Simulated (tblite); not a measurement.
Compound: C6H16BOP.
Atom-mapped SMILES: `[BH3-:1][P+:2]1([CH2:3][CH3:4])[CH2:5][CH2:6][O:7][CH2:8][CH2:9]1` (hydrogens: H10, H11, H12 on B1; H13, H14 on C3; H15, H16, H17 on C4; H18, H19 on C5; H20, H21 on C6; H22, H23 on C8; H24, H25 on C9)

Computed with GFN2-xTB (tblite), gas phase: L-BFGS steps from a force-field or distance-geometry start until the largest atomic force falls under 0.01 eV/Å.

Step 26: E = -784.6093 eV
```
atom  x, y, z in Å  |  force x, y, z in eV/Å
B1      1.0689    1.7139   -1.6451    0.037   0.038  -0.047
P2      0.2311    0.5550   -0.3716   -0.017  -0.034   0.061
C3      1.3031   -0.1252    0.9769    0.040  -0.040   0.001
C4      2.5093   -0.8481    0.3892    0.010  -0.027  -0.018
C5     -1.1850    1.2958    0.5579   -0.005  -0.012  -0.005
C6     -2.1102    0.2703    1.2189    0.012   0.035   0.004
O7     -2.6079   -0.6945    0.3258    0.037   0.017   0.012
C8     -1.6237   -1.5818   -0.1431    0.012  -0.010  -0.019
C9     -0.6140   -0.9248   -1.0852   -0.006   0.023   0.001
H10     1.7494    1.0096   -2.3260    0.007  -0.005   0.017
H11     1.6972    2.4962   -0.9999   -0.017  -0.005   0.009
H12     0.1703    2.2150   -2.2481   -0.013  -0.024   0.005
H13     1.6421    0.7342    1.5636   -0.035   0.008  -0.019
H14     0.7443   -0.7914    1.6386   -0.020   0.016   0.000
H15     2.2046   -1.7600   -0.1194   -0.010  -0.027  -0.022
H16     3.2177   -1.1199    1.1694   -0.006   0.017   0.027
H17     3.0151   -0.2105   -0.3324   -0.014   0.031   0.015
H18    -0.7912    1.9895    1.3057   -0.015  -0.022  -0.023
H19    -1.7569    1.8747   -0.1727    0.020   0.001  -0.013
H20    -1.5995   -0.2244    2.0609    0.001   0.007  -0.028
H21    -2.9985    0.7791    1.6026   -0.006   0.009   0.057
H22    -1.1080   -2.0547    0.7081    0.003   0.020  -0.011
H23    -2.1769   -2.3537   -0.6842   -0.001  -0.057   0.000
H24     0.1391   -1.6508   -1.4005   -0.010   0.026   0.004
H25    -1.1315   -0.5694   -1.9802   -0.004   0.016  -0.011
```

Step 27: E = -784.6102 eV
```
atom  x, y, z in Å  |  force x, y, z in eV/Å
B1      1.0689    1.7150   -1.6471    0.029   0.019  -0.027
P2      0.2290    0.5557   -0.3723    0.006  -0.028   0.035
C3      1.2998   -0.1283    0.9758    0.011  -0.021  -0.008
C4      2.5081   -0.8487    0.3903    0.003  -0.026  -0.012
C5     -1.1857    1.2978    0.5586    0.026  -0.011  -0.031
C6     -2.1072    0.2713    1.2203    0.008   0.031   0.005
O7     -2.6045   -0.6942    0.3282    0.020   0.005   0.007
C8     -1.6216   -1.5816   -0.1429    0.017  -0.009  -0.021
C9     -0.6151   -0.9245   -1.0871    0.008   0.046  -0.003
H10     1.7531    1.0091   -2.3227    0.007   0.001   0.017
H11     1.6924    2.4993   -0.9997   -0.014  -0.004   0.004
H12     0.1711    2.2121   -2.2539   -0.014  -0.022   0.005
H13     1.6335    0.7310    1.5657   -0.024  -0.002  -0.012
H14     0.7371   -0.7972    1.6318   -0.005   0.020   0.007
H15     2.2056   -1.7615   -0.1170   -0.013  -0.036  -0.031
H16     3.2146   -1.1188    1.1723    0.007   0.016   0.035
H17     3.0145   -0.2118   -0.3311   -0.013   0.038   0.014
H18    -0.7875    1.9912    1.3043   -0.028  -0.018  -0.018
H19    -1.7578    1.8757   -0.1722    0.015   0.010  -0.011
H20    -1.5926   -0.2209    2.0602    0.005  -0.013  -0.005
H21    -2.9961    0.7764    1.6060   -0.018   0.022   0.064
H22    -1.1014   -2.0528    0.7060   -0.001   0.009   0.009
H23    -2.1759   -2.3547   -0.6809   -0.003  -0.057  -0.003
H24     0.1408   -1.6475   -1.4030   -0.023   0.024   0.002
H25    -1.1340   -0.5679   -1.9804   -0.005   0.008  -0.019
```

Step 28: E = -784.6109 eV
```
atom  x, y, z in Å  |  force x, y, z in eV/Å
B1      1.0695    1.7164   -1.6492    0.010  -0.006   0.002
P2      0.2277    0.5560   -0.3726    0.028  -0.010  -0.006
C3      1.2972   -0.1313    0.9749   -0.016  -0.003  -0.013
C4      2.5072   -0.8497    0.3910   -0.002  -0.022  -0.001
C5     -1.1859    1.2992    0.5586    0.039  -0.006  -0.043
C6     -2.1047    0.2727    1.2217    0.000   0.013   0.005
O7     -2.6012   -0.6940    0.3305   -0.005  -0.005  -0.001
C8     -1.6196   -1.5818   -0.1430    0.013  -0.004  -0.014
C9     -0.6159   -0.9235   -1.0886    0.010   0.047  -0.009
H10     1.7564    1.0087   -2.3199    0.011   0.004   0.013
H11     1.6883    2.5019   -0.9995   -0.009   0.002   0.001
H12     0.1715    2.2093   -2.2587   -0.013  -0.020   0.003
H13     1.6259    0.7282    1.5673   -0.010  -0.011  -0.007
H14     0.7310   -0.8016    1.6263    0.007   0.017   0.015
H15     2.2061   -1.7635   -0.1157   -0.007  -0.032  -0.032
H16     3.2120   -1.1175    1.1753    0.013   0.011   0.029
H17     3.0136   -0.2121   -0.3298   -0.013   0.034   0.015
H18    -0.7850    1.9922    1.3027   -0.031  -0.006  -0.008
H19    -1.7583    1.8766   -0.1720    0.011   0.014  -0.013
H20    -1.5870   -0.2182    2.0597    0.009  -0.024   0.014
H21    -2.9943    0.7747    1.6100   -0.013   0.025   0.057
H22    -1.0960   -2.0511    0.7043   -0.002   0.000   0.019
H23    -2.1750   -2.3566   -0.6782    0.003  -0.041   0.001
H24     0.1417   -1.6444   -1.4050   -0.025   0.019  -0.004
H25    -1.1362   -0.5665   -1.9809   -0.005   0.006  -0.022
```

Q: Estimate the geometry and energy of step 29. (The exact step hangs on the optimiser's Hessian estimate; all steps are aligned on step 28, rigid shifts and turns removed.)

A: E = -784.6115 eV, largest force 0.053 eV/Å
```
atom  x, y, z in Å  |  force x, y, z in eV/Å
B1      1.0702    1.7174   -1.6510   -0.008  -0.024   0.025
P2      0.2273    0.5561   -0.3729    0.036   0.009  -0.038
C3      1.2951   -0.1338    0.9739   -0.029   0.006  -0.012
C4      2.5065   -0.8510    0.3916   -0.005  -0.014   0.008
C5     -1.1854    1.3001    0.5579    0.030  -0.002  -0.036
C6     -2.1028    0.2740    1.2229   -0.006  -0.008   0.003
O7     -2.5987   -0.6940    0.3323   -0.025  -0.012  -0.005
C8     -1.6178   -1.5820   -0.1433    0.003   0.004  -0.002
C9     -0.6164   -0.9219   -1.0900    0.002   0.031  -0.013
H10     1.7593    1.0086   -2.3175    0.015   0.005   0.006
H11     1.6851    2.5041   -0.9994   -0.003   0.008  -0.002
H12     0.1716    2.2068   -2.2624   -0.009  -0.019   0.003
H13     1.6198    0.7258    1.5684    0.003  -0.015  -0.004
H14     0.7263   -0.8046    1.6223    0.012   0.010   0.021
H15     2.2064   -1.7656   -0.1152    0.004  -0.018  -0.023
H16     3.2102   -1.1162    1.1781    0.009   0.005   0.014
H17     3.0126   -0.2117   -0.3284   -0.015   0.022   0.018
H18    -0.7838    1.9928    1.3014   -0.026   0.006  -0.001
H19    -1.7584    1.8775   -0.1720    0.010   0.014  -0.016
H20    -1.5827   -0.2164    2.0595    0.009  -0.025   0.020
H21    -2.9931    0.7740    1.6143    0.005   0.019   0.039
H22    -1.0920   -2.0499    0.7033   -0.002  -0.004   0.020
H23    -2.1742   -2.3589   -0.6762    0.015  -0.015   0.007
H24     0.1418   -1.6416   -1.4067   -0.021   0.013  -0.012
H25    -1.1379   -0.5653   -1.9817   -0.004   0.006  -0.021
```

The energy changes by -0.0006 eV. The first-order estimate −F·Δx gives -0.0008 eV and the mean of the old and new forces, exact on a quadratic surface, -0.0006 eV. The step makes an angle of 72° with the force vector and moves no atom by more than 0.007 Å.

Hardware: one thread of an Arm Neoverse V2, no GPU, on a shared host.
